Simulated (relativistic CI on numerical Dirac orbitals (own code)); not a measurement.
**Radial parameters of Hg II**

Computed by Dirac-Coulomb-Breit CI, separate exchange-only KLI orbitals for each configuration, model QED (radiative potential, 1s self-energy scaled to tabulated hydrogen-like ionisation energies), valence Slater integrals scaled by 0.85, P86 correlation energy added to each configuration (own radial code, finite nucleus).

Slater integrals F^k, G^k are unscaled and averaged over j, outside the closed core [Xe] 4f14; ζ comes from projecting the Hamiltonian with its Breit term on Σ l·s of the shell.

- 5d9 6s2: ζ(5d) = 5736.3 cm⁻¹; <r>(5d) = 1.437, <r^2>(5d) = 2.423 (bohr units).
- 5d10 6p: ζ(6p) = 5290.3 cm⁻¹; <r>(6p) = 3.479, <r^2>(6p) = 13.9 (bohr units).
- 5d9 6s 6p: ζ(5d) = 5878.1, G^2(5d,6s) = 21880, F^2(5d,6p) = 22605, G^1(5d,6p) = 10070, G^3(5d,6p) = 7973.2, G^1(6s,6p) = 40249, ζ(6p) = 6822.2 cm⁻¹; <r>(5d) = 1.425, <r^2>(5d) = 2.375, <r>(6s) = 2.431, <r^2>(6s) = 6.696, <r>(6p) = 3.295, <r^2>(6p) = 12.41 (bohr units).

In this model ζ of a weakly bound d, f or g electron outside closed shells comes out too small, for d by up to a factor of two or three and at times with the wrong sign; that of an outer p electron is too small as well.

For a near-neutral ion this model can misplace configurations by up to about 10,000 cm⁻¹ (more where the count of f electrons changes) and terms by 10 to 25 % of their spread. Rates follow the energies as ν³ (E1, M1) or ν⁵ (E2), so they and the lifetimes can be off by large factors. The fine structure of a lone outer electron comes out too small, for d and f at times inverted, and misplaced configurations move strength between like terms. 12 of the 20 excited levels that our extract of the measured tables holds in this range could be paired (the sources list more); they are missed by 6643 cm⁻¹ on average and 10399 at most, and levels without a partner can miss by more.

Averages of the first 10 configurations, taken without configuration mixing, which lowers the lowest level and can move excited configurations by several eV; other configurations of the list can lie among them:

| Configuration | Parity | States | Average energy above the lowest level (eV) |
| --- | --- | --- | --- |
| 5d10 6s | even | 2 | 0.0 |
| 5d9 6s2 | even | 10 | 5.9 |
| 5d10 6p | odd | 6 | 6.9 |
| 5d9 6s 6p | odd | 120 | 12.3 |
| 5d10 7s | even | 2 | 11.0 |
| 5d10 6d | even | 10 | 12.1 |
| 5d10 7p | odd | 6 | 12.7 |
| 5d10 5f | odd | 14 | 14.2 |
| 5d10 8s | even | 2 | 14.1 |
| 5d10 7d | even | 10 | 14.6 |
